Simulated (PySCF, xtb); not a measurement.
C₃H₂F₃O, SMILES [CH]=C(O)C(F)(F)F, multiplicity 2. One conformer was computed; it need not be the lowest.

Harmonic wavenumbers (cm⁻¹) from GFN2-xTB (xtb 6.7.1) at its own minimum, in rising order: 31, 195, 214, 329, 375, 422, 454, 510, 551, 565, 667, 692, 742, 1077, 1080, 1098, 1128, 1217, 1730, 3256, 3516.

Q: What does PBE-D3(BJ)/def2-SVP (PySCF) give at its own minimum? (An estimate is asked for; the answer gives what the named calculation found.)

A: 57, 227, 235, 348, 406, 421, 493, 549, 555, 595, 671, 731, 791, 1117, 1157, 1176, 1217, 1343, 1668, 3261, 3680. Paired by order, the mean absolute difference is 47 cm⁻¹ and the zero-point energies are 28.4 and 29.6 kcal/mol.
